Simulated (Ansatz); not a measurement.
Program: Ansatz. Geometries: PBE0-D4/def2-TZVP. ΔE: electronic, gas phase. CCSD(T)/CBS is the MP2 limit (def2-TZVPP, def2-QZVPP) plus CCSD(T) − MP2 in def2-TZVPP, frozen cores. This one scheme is used for every species. Functionals use def2-TZVPP. B3LYP here is the variant with VWN-RPA as its local correlation; programs differ in this. def2 core potentials past Kr. For In outer-core shells are correlated without core-valence functions, which leaves a few kJ/mol of doubt a bond. One conformer a species, not always the lowest.

Consider the formal exchange of groups at the In–C bond: `[InH2][C]1=NC1` + hydrogen peroxide → `[OH][InH2]` + `OC1=NC1`.

```tsv
level	ΔE (kcal/mol)	difference from CCSD(T)/CBS
LDA (SPW92)	-83.4	-3.3
BLYP-D4	-77.5	2.6
ωB97M-V	-78.9	1.2
PBE-QIDH	-82.2	-2.1
revPBE	-76.7	3.4
B3LYP	-79.8	0.3
r2SCAN0	-82.4	-2.3
CCSD(T)/def2-SVP	-77.8	2.3
CCSD/def2-TZVPP	-78.5	1.6
CCSD/CBS(def2)	-80.7	-0.6
CCSD(T)/CBS	-80.1	0
```

Largest T1 diagnostic among the species: 0.017.

At CCSD(T), def2-SVP lies +2.3 kcal/mol from the extrapolated value and def2-TZVPP +2.2 kcal/mol. From PBE to PBE0 (25 % exact exchange), in def2-TZVPP and without D4, ΔE moves by −1.5 kcal/mol.
